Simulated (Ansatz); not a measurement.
Consider the cleavage of the Si–Si bond: `O[SiH](Cl)[SiH2][SiH3]` + `O[Si](O)(F)F` → `O[SiH](Cl)O[Si](O)(F)F` + disilane.

Calculated with Ansatz (gas phase, PBE0-D4/def2-TZVP geometries, no zero-point term in ΔE). CBS: MP2 limit from def2 TZ/QZ plus the TZ coupled-cluster correction, frozen cores. DFT in def2-TZVPP. B3LYP here is the variant with VWN-RPA as its local correlation; programs differ in this. Each species was taken in one conformer, which may not be the lowest.

Q: Is it downhill or uphill in electronic energy at CCSD(T)/CBS, and by how much? (An estimate is asked.)

A: The calculation gave: Downhill: ΔE = -136.1 kJ/mol.

Q: What do these levels give: LDA (SPW92), PBE-D4, revPBE-D4, B3LYP-D4, r2SCANh-D4, BHLYP-D4, ωB97M-V, BLYP, r2SCAN0, LC-ωPBE, CCSD/def2-SVP, HF/def2-QZVPP? (An estimate is asked.)

A: Ansatz gave: LDA (SPW92) -117.9, PBE-D4 -110.3, revPBE-D4 -112.9, B3LYP-D4 -137.4, r2SCANh-D4 -133.9, BHLYP-D4 -149.3, ωB97M-V -140.2, BLYP -127.3, r2SCAN0 -135.8, LC-ωPBE -128.6, CCSD/def2-SVP -142.9, HF/def2-QZVPP -165.9 kJ/mol.

Largest T1 diagnostic among the species: 0.013.

From PBE to PBE0 (25 % exact exchange), in def2-TZVPP and without D4, ΔE moves by −10.3 kJ/mol. In def2-TZVPP, CCSD(T) changes the Hartree–Fock value by +24.3 kJ/mol (the triples alone add +3.9 kJ/mol) and MP2 by +21.7 kJ/mol.
